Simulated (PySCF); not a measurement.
# SeBr, PBE0: how much the basis matters

PySCF, UKS reference; doublet, unpaired electrons π ↑; De to Se + Br without counterpoise correction.

```
     basis                           relativity  functions  Re (Å)  ωe (cm⁻¹)  De (eV)  μ (D)
cc-pVDZ-PP  scalar-relativistic core potentials         46   2.281        329     2.42  -0.35
x2c-SVPall                        spin-free X2C         64   2.274        327     2.47  -0.31
cc-pVTZ-PP  scalar-relativistic core potentials         78   2.265        334     2.54  -0.26
def2-TZVPP                        no relativity         96   2.265        334     2.56  -0.22
```

Question: How does each smaller set differ from the one with most functions, def2-TZVPP?

Answer: cc-pVDZ-PP: +1.6 pm, -1.5 % in ωe, -0.14 eV in De; x2c-SVPall: +0.9 pm, -2.1 % in ωe, -0.09 eV in De; cc-pVTZ-PP: +0.0 pm, +0.0 % in ωe, -0.02 eV in De. All at PBE0; the set with most functions is neither the basis-set limit nor always the best. The rows treat relativity differently, so the differences are not basis effects alone.

A positive dipole means Se(−)Br(+). Spin–orbit coupling is left out. The state was picked by a PBE0 search and need not be the measured ground state.
